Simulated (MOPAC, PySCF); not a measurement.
[Mo(OH)6], neutral singlet in the gas phase. 

Cartesian coordinates (Å):
```xyz
13

Mo     0.3116    -0.0102     0.3011
O      1.1825    -1.6882     0.2990
H      0.6105    -2.4684     0.4510
O      0.6714     0.3092     2.1385
H      0.3481     1.1629     2.4891
O      1.9819     0.9079    -0.0943
H      2.5878     0.9631     0.6699
O     -1.1919    -1.2569     0.3002
H     -2.0372    -0.7862     0.4377
O      0.0517     0.4494    -1.5278
H      0.7250     1.0698    -1.8749
O     -1.0513     1.3370     0.6825
H     -1.4484     1.6590    -0.1506
```
Charge 0, multiplicity 1.

All levels are single points at this geometry (TPSS-D3(BJ)/def2-SVP); Pople sets use spherical d functions. Orbital energies aren't observables, and empty levels follow the basis.

```json
[
 {"level": "B3LYP-D3(BJ)/def2-TZVP in PySCF", "HOMO (eV)": "-8.56", "LUMO (eV)": "-3.89", "gap (eV)": "4.68", "dipole (D)": "1.93", "vertical IE, Delta-SCF (eV)": "–"},
 {"level": "TPSSh-D3(BJ)/def2-TZVP in PySCF", "HOMO (eV)": "-7.90", "LUMO (eV)": "-3.99", "gap (eV)": "3.92", "dipole (D)": "1.89", "vertical IE, Delta-SCF (eV)": "–"},
 {"level": "B3LYP/6-311+G** (LANL2DZ on Mo) in PySCF", "HOMO (eV)": "-8.71", "LUMO (eV)": "-4.42", "gap (eV)": "4.29", "dipole (D)": "1.99", "vertical IE, Delta-SCF (eV)": "–"},
 {"level": "B3LYP/6-31G* (LANL2DZ on Mo) in PySCF", "HOMO (eV)": "-8.20", "LUMO (eV)": "-3.84", "gap (eV)": "4.36", "dipole (D)": "2.08", "vertical IE, Delta-SCF (eV)": "10.37"},
 {"level": "BP86/6-31G* (LANL2DZ on Mo) in PySCF", "HOMO (eV)": "-6.90", "LUMO (eV)": "-4.20", "gap (eV)": "2.70", "dipole (D)": "2.02", "vertical IE, Delta-SCF (eV)": "–"},
 {"level": "M06-2X/6-31G* (LANL2DZ on Mo) in PySCF", "HOMO (eV)": "-10.19", "LUMO (eV)": "-3.03", "gap (eV)": "7.16", "dipole (D)": "2.16", "vertical IE, Delta-SCF (eV)": "–"},
 {"level": "PBE/6-31G* (LANL2DZ on Mo) in PySCF", "HOMO (eV)": "-6.79", "LUMO (eV)": "-4.09", "gap (eV)": "2.69", "dipole (D)": "2.01", "vertical IE, Delta-SCF (eV)": "–"},
 {"level": "SVWN5/6-31G* (LANL2DZ on Mo) in PySCF", "HOMO (eV)": "-6.96", "LUMO (eV)": "-4.22", "gap (eV)": "2.74", "dipole (D)": "2.10", "vertical IE, Delta-SCF (eV)": "–"},
 {"level": "PM6 in MOPAC", "HOMO (eV)": "-11.70", "LUMO (eV)": "-0.11", "gap (eV)": "11.59", "dipole (D)": "2.17", "vertical IE, Delta-SCF (eV)": "–"}
]
```
